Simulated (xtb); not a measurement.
C4H3ClF2, SMILES CC(F)=C=C(Cl)F. All values are semi-empirical tight-binding results from xtb (GFN2-xTB unless named), good for trends rather than for accurate numbers. The structure is a stationary point at GFN2-xTB.

orbital gap: 4.59 eV
dipole moment: 2.95 D
zero-point energy: 36.4 kcal/mol
G − E(el) at 298.15 K (modified RRHO): 15.4 kcal/mol
static polarisability (D4 model): 61.9 bohr³
solvation energy, GFN2-xTB/ALPB(water): -2.6 kcal/mol
solvation energy, GFN2-xTB/ALPB(ch2cl2): -5.2 kcal/mol
